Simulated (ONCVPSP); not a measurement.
magnesium: excitation energies, all-electron against ONCV

```
Element                 : Mg
Generator               : ONCVPSP 4.0.1
Type                    : optimised norm-conserving Vanderbilt (ONCV)
Functional              : PBE
Relativity              : scalar-relativistic
Frozen core             : [He]
Valence charge          : 10
Reference configuration : 2s2 2p6 3s2
Partial waves           : 2s+3s: rc 1.00 bohr, ncon 4, nbas 8, qcut 9.1 1/bohr, 2 projectors; 2p: rc 0.75 bohr, ncon 4, nbas 9, qcut 16.8 1/bohr, 1 projector
Local potential         : polynomial inside 0.70 bohr (lpopt 5, dvloc0 -1 Ha)
Core correction         : Teter function, fcfact 5.5, rcfact 1.15
```

Energies are relative to the spin-unpolarised reference configuration 2s2 2p6 3s2; without spin polarisation the order of configurations can differ from experiment.

**Question.** Give the all-electron excitation energy and the error of the potential for: 2s2 2p6 3s1; 2s2 2p6 3s0; 2s2 2p6 3s1.5; 2s2 2p6 3s1 3p1.

**Answer.**

```csv
valence configuration,charge,ΔE all-electron (eV),error AE − PS (meV)
2s2 2p6 3s1,+1,7.960,-0.1
2s2 2p6 3s0,+2,22.985,-0.9
2s2 2p6 3s1.5,+0.5,3.144,0.0
2s2 2p6 3s1 3p1,0,3.491,-4.2
```
